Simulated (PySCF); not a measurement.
# Working with the constants of MgSn

ROHF-CCSD(T) constants of MgSn, ³Σ⁻ (triplet), unpaired electrons π ↑↑ (PySCF, scalar-relativistic core potentials, basis sets Mg cc-pVDZ, Sn cc-pVDZ-PP with ECP28; masses 23.9850 and 119.9022 u):

| Property | Result |
| --- | --- |
| ωe | 215.6 cm⁻¹ |
| ωexe | 1.69 cm⁻¹ |
| Be | 0.1068 cm⁻¹ |
| αe | 0.000872 cm⁻¹ |
| D (centrifugal) | 1.05e-07 cm⁻¹ |
| De to Mg + Sn | 0.67 eV |

Question: Give the vibrational terms G(v) and spacings up to v = 6.

Answer: G(v) = ωe(v+½) − ωexe(v+½)².

| v | G(v) (cm⁻¹) | G(v) − G(v−1) | Bv (cm⁻¹) |
| --- | --- | --- | --- |
| 0 | 107.4 |  | 0.1064 |
| 1 | 319.6 | 212.2 | 0.1055 |
| 2 | 528.4 | 208.8 | 0.1046 |
| 3 | 733.9 | 205.5 | 0.1037 |
| 4 | 936.0 | 202.1 | 0.1029 |
| 5 | 1134.7 | 198.7 | 0.1020 |
| 6 | 1330.0 | 195.3 | 0.1011 |

Question: How well does the Morse estimate ωe²/(4ωexe) reproduce De, and what is D0?

Answer: It gives 0.85 eV, 127 % of the computed De. D0 = De − G(0) = 0.67 − 0.01 = 0.66 eV.

Correlated steps freeze 5 core orbitals. Correlated levels converge slowly with the basis: in double zeta they bind strong bonds too weakly, by up to about 1 eV, and carry superposition errors of some tenths. Spin–orbit coupling is left out, which matters for elements this heavy, above all for dissociation energies. The state was picked by a PBE0 search and need not be the measured ground state.
